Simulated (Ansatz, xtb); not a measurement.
Species: C₄H₆O₂, charge 0, multiplicity 1. 
Coordinates optimised at B3LYP-D3(BJ)/def2-TZVP (Ansatz, a quantum-chemistry and plane-wave program):
SMILES: O=C(C)C(=O)C
```xyz
12

C      1.9685    -0.1029     0.0115
C      0.5451    -0.4654    -0.2945
O      0.2137    -1.4189    -0.9577
C     -0.5451     0.4654     0.2945
O     -0.2137     1.4189     0.9577
C     -1.9685     0.1029    -0.0115
H      2.1819     0.9052    -0.3491
H      2.6377    -0.8235    -0.4516
H      2.1221    -0.0765     1.0921
H     -2.1221     0.0765    -1.0921
H     -2.1819    -0.9052     0.3491
H     -2.6377     0.8235     0.4516
```
Charge 0, spin multiplicity 1.

Harmonic wavenumbers from GFN2-xTB (xtb, at its own minimum), cm⁻¹: -41, 68, 84, 225, 337, 348, 527, 527, 604, 721, 924, 961, 1003, 1006, 1110, 1200, 1359, 1360, 1428, 1432, 1433, 1436, 1767, 1768, 3020, 3020, 3033, 3033, 3063, 3063.

### Question
Give the harmonic wavenumbers at B3LYP-D3(BJ)/def2-TZVP (Ansatz, finite differences of forces, unscaled).

### Answer
48, 116, 117, 242, 350, 364, 521, 547, 623, 687, 913, 960, 1015, 1073, 1137, 1280, 1388, 1395, 1455, 1457, 1458, 1463, 1783, 1786, 3048, 3048, 3101, 3102, 3154, 3154 cm⁻¹. Zero-point energy 58.3 kcal/mol.

### Question
From these and the geometry, give the ideal-gas thermochemistry at 298.15 K and 1 atm (rigid rotor, harmonic oscillator).

### Answer
Point group C2h, rotational symmetry number 2. Rotational constants 5.319, 3.373, 2.117 GHz. S(trans) 39.27, S(rot) 25.16, S(vib) 17.77, S(elec, spin only) 0.00, S 82.2 cal/(mol K). H(298) - H(0) 5.10 kcal/mol; G - E(el) 38.9 kcal/mol.
